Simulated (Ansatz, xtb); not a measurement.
# Isomers of BrFGaH3Si in order of energy

3 gas-phase structures of BrFGaH3Si, found in a search over its isomers (lower ones may exist). Each was relaxed with GFN2-xTB; where two conformers were screened, the lower at r2SCAN-D4/def2-SVP is listed:

A. `[F][Ga]([SiH3])[Br]`, a singlet
B. `[F][GaH][SiH2]Br`, a singlet
C. `F[SiH2][GaH][Br]`, a singlet

Q: Estimate their order in r2SCAN-D4/def2-SVP energy at these geometries, lowest first.

A: Calculated order at r2SCAN-D4/def2-SVP: A (0.0), C (13.1), B (65.3) kJ/mol. CCSD(T)/def2-SVP + ΔMP2/def2-TZVPP after further relaxation puts C lowest instead.

Energies above the lowest of each column, in kJ/mol; the last columns are at PBE0-D3(BJ)/def2-SVP geometries (a dash: not run or not comparable):

| structure | GFN2-xTB | HF/STO-3G | r2SCAN-D4/def2-SVP | PBE0-D3(BJ)/def2-SVP | CCSD(T)/def2-SVP + ΔMP2/def2-TZVPP |
| --- | --- | --- | --- | --- | --- |
| A | 0.0 | 0.0 | 0.0 | 0.0 | 14.6 |
| C | 77.0 | 23.4 | 13.1 | 2.4 | 0.0 |
| B | 99.1 | 90.0 | 65.3 | 57.8 | – |

CCSD(T)/def2-SVP + ΔMP2/def2-TZVPP puts C lowest of those it was run on; GFN2-xTB picks A, HF/STO-3G picks A, r2SCAN-D4/def2-SVP picks A, PBE0-D3(BJ)/def2-SVP picks A. CCSD(T)/def2-SVP + ΔMP2/def2-TZVPP orders those it was run on as C (0.0), A (14.6) kJ/mol. Some further structures that were screened fall inside this span and aren't listed. Flexible structures stand in one conformer each, not always the lowest. A keeps a small imaginary mode. Frequencies (PBE0-D3(BJ)/def2-SVP) were run for A, C alone. The ΔMP2 step shifts differences by up to 24.5 kJ/mol, which makes them less sure. ΔMP2 is the change of the MP2 energy from the smaller to the larger basis.

Programs: Ansatz 0.2.0, xtb 6.7.1.
